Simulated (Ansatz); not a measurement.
Geometry optimisation, Ansatz, RKS PBE0/def2-SVP.

Input:

```yaml
crystal:
  periodic: [false, false, false]
  atoms:
    - { symbol: B, position_ang: [0.028329, 0.430947, -0.053582] }
    - { symbol: F, position_ang: [-0.161497, 0.55888, 1.250924] }
    - { symbol: H, position_ang: [1.117, 0.5707, -0.539592] }
    - { symbol: F, position_ang: [-1.04514, 0.300377, -0.807143] }
    - { symbol: "N", position_ang: [0.127757, -2.160782, 0.816627] }
    - { symbol: H, position_ang: [-0.575299, -2.872865, 0.618816] }
    - { symbol: H, position_ang: [0.959282, -2.620923, 1.180822] }
    - { symbol: H, position_ang: [-0.239431, -1.545835, 1.566127] }
basis:
  gaussian: { orbitals: def2-SVP }
hamiltonian:
  xc: pbe0
relax:
  f_tol: 0.03
  max_steps: 50
output:
  orbitals: {}
```

Command:

```bash
$ ansatz run input.yaml --threads 1 --pin off --max-ram 2048MiB --backend cpu --events-out ev --progress --plain --runs-dir out
```

Task: Where does it end, and by what steps?

Result: It converged. The force dipped under the threshold on the way, but the program's further checks kept it going. After 19 steps the energy has fallen by 0.774 eV; H6 moved furthest, 0.88 Å. Joined: B1–N5 (2.74 → 1.68 Å).

| step | energy less start (eV) | largest force component (eV/Å) | accepted |
| --- | --- | --- | --- |
| 0 | 0.0000 | 0.770 | yes |
| 1 | 0.0345 | 1.676 | no |
| 2 | 0.2054 | 4.583 | no |
| 3 | -0.0470 | 0.346 | yes |
| 4 | -0.1075 | 0.355 | yes |
| 5 | -0.2231 | 0.878 | yes |
| 6 | -0.4490 | 1.247 | yes |
| 7 | -0.6639 | 1.281 | yes |
| 8 | -0.7259 | 0.650 | yes |
| 9 | -0.7394 | 0.580 | yes |
| 10 | -0.6992 | 0.682 | no |
| 11 | -0.7601 | 0.202 | yes |
| 12 | -0.7692 | 0.028 | yes |
| 13 | -0.7672 | 0.310 | no |
| 14 | -0.7689 | 0.283 | no |
| 15 | -0.7705 | 0.019 | yes |
| 16 | -0.7724 | 0.078 | yes |
| 17 | -0.7732 | 0.067 | yes |
| 18 | -0.7734 | 0.041 | yes |
| 19 | -0.7735 | 0.001 | yes |

```xyz
8
Properties=species:S:1:pos:R:3
B 0.043 -0.133 0.164
F 0.216 0.655 1.279
H 0.969 -0.115 -0.641
F -1.216 -0.036 -0.384
N 0.054 -1.684 0.799
H -0.096 -2.378 0.067
H 0.941 -1.881 1.264
H -0.699 -1.768 1.486
```

Whether the end is a true minimum wasn't checked by a vibrational analysis.

The run took 42 s on 1 thread of Arm Neoverse V2 (shared host), peak memory 0.14 GiB.
